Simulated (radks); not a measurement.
The numbers below are computed, except where a source is named.
All-electron atom: neutral thallium in [Xe] 4f14 5d10 6s1.5 6p1 6d0.5 (fractional occupations, a model configuration).

Level of theory: Dirac Kohn-Sham, SOGGA, spin-unpolarised, spherical densities, finite nucleus; open shells fill j = l - 1/2 first; Fermi nuclear charge, rms radius 5.4759 fm (a radial shooting solver on a logarithmic mesh with Libxc functionals).

Energy parts (eV):
total: -551771.89
kinetic: 638753.93
electron-nucleus: -1393715.24
Hartree: 213409.19
exchange-correlation: -10219.77

Orbitals (lengths in bohr, moments of r in powers of bohr; <r^-3> diverges for s and p1/2):
orbital  occ.  eigenvalue (eV)    <1/r>   <r^-3>
1s1/2       2        -85405.74    99.33        -
2s1/2       2        -15197.23    24.52        -
2p1/2       2        -14595.01    24.48        -
2p3/2       4        -12530.71    19.69    22390
3s1/2       2        -3628.929    8.994        -
3p1/2       2        -3355.848    8.911        -
3p3/2       4        -2896.971    7.656     5258
3d3/2       4        -2443.760    7.557    921.7
3d5/2       6        -2345.721    7.275    756.4
4s1/2       2        -811.6488    3.816        -
4p1/2       2        -693.7655    3.708        -
4p3/2       4        -582.1186    3.273     1284
4d3/2       4        -389.1027    3.075    203.4
4d5/2       6        -368.2685    2.976    163.1
5s1/2       2        -133.3110    1.572        -
4f5/2       6        -119.0222    2.625    35.23
4f7/2       8        -114.4228    2.586    33.41
5p1/2       2         -93.6762    1.447        -
5p3/2       4         -73.4053    1.286    228.9
5d3/2       4         -19.5439   0.9757    22.33
5d5/2       6         -17.3318   0.9353    17.22
6s1/2     1.5         -11.9139   0.5289        -
6p1/2       1          -5.1281   0.4047        -
6d3/2     0.5          -0.4233  0.07887  0.02407

The highest occupied level is 6d3/2 at -0.423 eV. The density falls to 0.001 e/bohr^3 at r = 4.34 bohr.

Empty levels of this run are not shown, since the potential may be unsettled where no density lies.
